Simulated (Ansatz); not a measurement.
Energy needed to pull apart InSO (SMILES [O]1[S][In]1), doublet, into free ground-state atoms, from the structure below (displaced at random from a GFN2-xTB minimum); no zero-point or spin–orbit terms; open-shell atoms are treated unrestricted, in their ground-state multiplicity.

```csv
atom,x (Å),y (Å),z (Å)
O1,0.2758,0.6235,0.4025
S2,-0.9688,0.5174,-0.4956
In3,0.7824,-1.2466,0.3458
```

Computed with Ansatz 0.2.0 (basis: def2-TZVPP); correlated methods freeze the cores; orbitals are unrestricted. Filled d shells of the heavier atoms are correlated. Core potentials replace the inner electrons of the atoms past krypton. The def2 sets are not built for correlating such inner shells, so the correlated values are less sure here.

```tsv
method	atomization energy (eV)
PBE-D4	?
revPBE-D4	7.19
r2SCAN-D4	7.31
B97M-V	7.25
PBE0-D4	7.11
wB97M-V	7.16
HF	?
MP2	7.17
CCSD	6.29
CCSD(T)	6.64
```

**Question.** What does HF give? (To be estimated.)

**Answer.** The calculation gives: 3.13 eV, which is about 3.51 eV less than CCSD(T)/def2-TZVPP.

**Question.** What does PBE-D4 give? (Judge from chemistry; the value comes from the calculation.)

**Answer.** By the calculation: 7.68 eV, which is about 1.03 eV more than CCSD(T)/def2-TZVPP.

In triple zeta the MP2 and coupled-cluster atomization energies are still short of their basis limit by a few kcal/mol a bond, whereas those of the functionals are nearly converged, so these differences are not deviations from converged CCSD(T).

No T1 diagnostic of these runs exceeds 0.021. ⟨S²⟩ of the unrestricted Hartree–Fock references: 0.77 (a pure state has 0.75).

For scale, one of the runs: CCSD(T)/def2-TZVPP forces, 123 basis functions (an equivalent command: `ansatz run in.yaml --threads 4`). Time: 2.8 min of wall clock on 4 CPU threads; the host was shared. Peak host memory: 2.4 GiB.
